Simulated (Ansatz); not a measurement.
# How basis sets differ on TiNH2Cl3 (SMILES [NH2][Ti]([Cl])([Cl])[Cl])

The species is TiNH2Cl3 (7 atoms), meant as a singlet with charge 0. SMILES: `[NH2][Ti]([Cl])([Cl])[Cl]`. The coordinates come from a PBE0-D4/def2-TZVP relaxation.

Quantity: the HOMO–LUMO gap, in eV. The values are calculated.

| level | kind | program | value (eV) | CPU time |
| --- | --- | --- | --- | --- |
| HF/STO-3G | Hartree–Fock | Ansatz | 15.41 | 3.1 s |
| HF/3-21G | Hartree–Fock | Ansatz | 12.31 | 4.6 s |
| HF/def2-SVP | Hartree–Fock | Ansatz | 12.55 | 10 s |
| HF/cc-pVDZ | Hartree–Fock | Ansatz | 12.55 | 32 s |

The values span 12.31 to 15.41 eV. A Hartree–Fock LUMO above zero doesn't converge with the basis: it sinks as sets grow more diffuse. Orbital gaps aren't excitation energies. Times are those of the runs behind each value, whatever else they computed, on shared processors of several kinds: orders of magnitude only.
